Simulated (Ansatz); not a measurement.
## Appearance energy of a fragment ion: SiH3Te → [SiH3]+ + Te + e⁻

Species: SiH3Te `[SiH3][Te]`, doublet; [SiH3]+ `[SiH3+]`, singlet; Te atom, triplet. 

Shapes, held fixed at every level: PBE0-D4/def2-TZVP. Programs: Ansatz 0.2.0. Electronic energies: no zero-point or thermal term.

Problem. Estimate ΔE of this reaction.

Solution. The highest level, CCSD(T)/def2-TZVPP, gives ΔE = +10.74 eV; the levels span +9.27 to +11.14. The column of differences is taken from that level and isn't an error. No measured value is set beside it here. Open shells run unrestricted unless RO is named. For atoms past krypton def2 sets carry core potentials with scalar relativity. Correlated rows may include outer-core shells of Te, which these sets cover unevenly. The onset seen in experiment also holds zero-point changes and kinetic shifts. Spin-orbit coupling lowers the free atoms by 25.2 kJ/mol; that is left out. Times are processor times on shared x86 and Arm servers, and rough.

| level | kind | ΔE (eV) | less CCSD(T)/def2-TZVPP | CPU time (sum over the molecules) |
| --- | --- | --- | --- | --- |
| HF/def2-SVP | Hartree–Fock | +9.27 | -1.47 | – |
| PBE-D4/def2-TZVPP | GGA | +11.14 | +0.40 | 14 s |
| r2SCAN-D4/def2-TZVPP | meta-GGA | +11.10 | +0.36 | 51 s |
| BHLYP-D4/def2-TZVPP | global hybrid | +10.77 | +0.03 | 16 s |
| PBE0-D4/def2-TZVPP | global hybrid | +11.07 | +0.33 | 23 s |
| MP2/def2-SVP | perturbation theory | +10.30 | -0.44 | – |
| CCSD(T)/def2-TZVPP | coupled cluster or CI | +10.74 | 0.00 | 13 s |
